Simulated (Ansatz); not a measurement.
Program: Ansatz. Geometries: PBE0-D4/def2-TZVP. ΔE: electronic, gas phase. CCSD(T)/CBS is the MP2 limit (def2-TZVPP, def2-QZVPP) plus CCSD(T) − MP2 in def2-TZVPP, frozen cores. This one scheme is used for every species. DFT in def2-TZVPP. Elements past krypton have def2 core potentials. For In outer-core shells are correlated without core-valence functions, which leaves a few kJ/mol of doubt a bond. One conformer a species, not always the lowest.

`C[CH2][InH][NH2]` + HCl → `[NH2][InH][Cl]` + ethane  (ligand exchange at the In–C bond)

```csv
species,BHLYP-D4 energy (Eh)
`C[CH2][InH][NH2]`,-325.79878
HCl,-460.81729
`[NH2][InH][Cl]`,-706.87548
`CC`,-79.80524
```

Problem. Work out ΔE.

Solution. ΔE = (-706.87548) + (-79.80524) − (-325.79878) − (-460.81729) = -0.06465 Eh = -1.76 eV. CCSD(T)/CBS gives -1.59 eV.

Largest T1 diagnostic among the species: 0.014.

From BLYP to BHLYP (50 % exact exchange), in def2-TZVPP and without D4, ΔE moves by −0.13 eV. In def2-TZVPP, CCSD(T) changes the Hartree–Fock value by +0.42 eV (the triples alone add +0.04 eV) and MP2 by +0.42 eV. At CCSD(T), def2-SVP lies −0.08 eV from the extrapolated value and def2-TZVPP +0.03 eV.
